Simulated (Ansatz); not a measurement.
The first iterations of a band of a periodic cell of 33 atoms, Al32C (host Al, host structure fcc, interstitial C).

Level of theory: DFT LDA, scalar-relativistic, plane waves, PAW in Ansatz 0.2.0. Settings: cutoff 420 eV, k mesh 2x2x2, gaussian smearing 0.15 eV, no spin polarisation.

* movable images: 2
* climbing image: no
* spring: 5.0 eV/Å²
* optimiser: quadratic models (default)
* start path: default
* force threshold: 0.05 eV/Å
* iteration limit: 49
* end points: relaxed

Initial state:

```xyz
33
Lattice="8.1000 0.0000 0.0000 0.0000 8.1000 0.0000 0.0000 0.0000 8.1000" Properties=species:S:1:pos:R:3
Al 4.052 0.087 -0.001
Al 6.097 2.025 0.000
Al 6.111 0.037 2.062
Al -0.001 0.021 0.000
Al 2.004 2.025 0.000
Al 4.052 3.963 -0.001
Al 6.163 6.074 -0.001
Al 1.991 0.034 2.059
Al 4.050 2.025 2.046
Al 6.112 4.012 2.063
Al 4.050 0.021 4.050
Al 6.067 2.025 4.049
Al 6.112 0.038 6.037
Al -0.001 4.028 0.000
Al 1.939 6.074 -0.001
Al 0.002 2.024 2.015
Al 1.990 4.015 2.060
Al 4.052 6.074 2.112
Al 0.002 -0.010 4.049
Al 2.036 2.024 4.049
Al 4.051 4.028 4.050
Al 6.097 6.075 4.050
Al 1.990 0.035 6.040
Al 4.051 2.025 6.053
Al 6.113 4.011 6.036
Al -0.001 6.075 2.046
Al 0.002 4.059 4.049
Al 2.004 6.075 4.050
Al 0.002 2.024 6.084
Al 1.989 4.014 6.039
Al 4.052 6.074 5.988
Al -0.001 6.075 6.053
C 4.052 6.074 -0.001
```

Final state:

```xyz
33
Lattice="8.1000 0.0000 0.0000 0.0000 8.1000 0.0000 0.0000 0.0000 8.1000" Properties=species:S:1:pos:R:3
Al 4.136 0.004 0.003
Al 6.075 2.049 0.002
Al 6.075 0.002 2.048
Al -0.088 0.003 0.003
Al 2.024 2.116 0.003
Al 4.071 4.049 0.001
Al 6.075 6.055 0.001
Al 2.024 0.003 2.115
Al 4.090 2.065 2.065
Al 6.074 4.053 2.018
Al 4.071 0.001 4.049
Al 6.074 2.019 4.053
Al 6.075 0.001 6.055
Al -0.022 4.049 0.001
Al 2.024 5.991 0.003
Al -0.042 2.067 2.067
Al 2.024 4.049 2.049
Al 4.085 6.039 2.059
Al -0.022 0.002 4.049
Al 2.024 2.049 4.049
Al 4.039 4.053 4.053
Al 6.074 6.089 4.053
Al 2.024 0.004 5.991
Al 4.086 2.059 6.039
Al 6.074 4.053 6.088
Al -0.037 6.038 2.061
Al 0.008 4.053 4.053
Al 2.025 6.055 4.049
Al -0.038 2.062 6.037
Al 2.025 4.049 6.055
Al 4.079 6.045 6.045
Al -0.030 6.043 6.043
C 2.023 8.105 0.005
```

| iteration | highest image above the first end (eV) | largest band force component (eV/Å) |
| --- | --- | --- |
| 1 | 4.169 | 10.133 |
| 2 | 2.006 | 4.594 |

Question: Does the band converge within its limit, and where does its top end?

Answer: It converged. It ended after 6 iterations with the highest image 0.828 eV above the first end. No image climbed, so the highest image needn't sit at the top of the path. Limits of this set-up: coarse k mesh.

Run time: 2.1 min on 2 threads of Intel(R) Xeon(R) Platinum 8259CL CPU @ 2.50GHz (Skylake/Cascade Lake), on a shared host, peak memory 1.5 GiB.
